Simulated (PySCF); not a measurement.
Isomers of C4H10NSi2 (doublet state), from PySCF, PBE0-D3(BJ)/def2-SVP geometry optimisation, gas phase. One conformer each, no zero-point energy, no frequencies.

Question: Which isomer lies lower at this level?
A. `[CH2:1]=[CH:2]/[CH:3]=[CH:4]\[N:5]([SiH2:6])[SiH3:7]` (doublet state) with C1–C2–C3–C4 -176°, C3–C4–N5–Si6 29°, C4–N5–Si6–H 38° and 157°: A = 3165, B = 987.2, C = 796.8 MHz, dipole 0.79 D
B. `[CH2:1]=[CH:2]/[C:3]=[CH:4]/[N:5]([SiH3:6])[SiH3:7]` (doublet state) with C3–C4–N5–Si6 -174°: A = 3269, B = 888.4, C = 742.5 MHz, dipole 0.15 D

Answer: A. That is `C=C/C=C\N([SiH2])[SiH3]` [radical], 13.3 kcal/mol below the other.

```json
{"SMILES": "C=C/C=C\\N([SiH2])[SiH3]", "mapped SMILES": "[CH2:1]=[CH:2]/[CH:3]=[CH:4]\\[N:5]([SiH2:6])[SiH3:7]", "E (Eh)": "-791.29173", "relative (kcal/mol)": "0.0", "relative (kJ/mol)": "0.0", "dipole (D)": "0.79", "⟨S²⟩": "0.753"}
{"SMILES": "C=C/[C]=C/N([SiH3])[SiH3]", "mapped SMILES": "[CH2:1]=[CH:2]/[C:3]=[CH:4]/[N:5]([SiH3:6])[SiH3:7]", "E (Eh)": "-791.27061", "relative (kcal/mol)": "13.3", "relative (kJ/mol)": "55.5", "dipole (D)": "0.15", "⟨S²⟩": "0.791"}
```
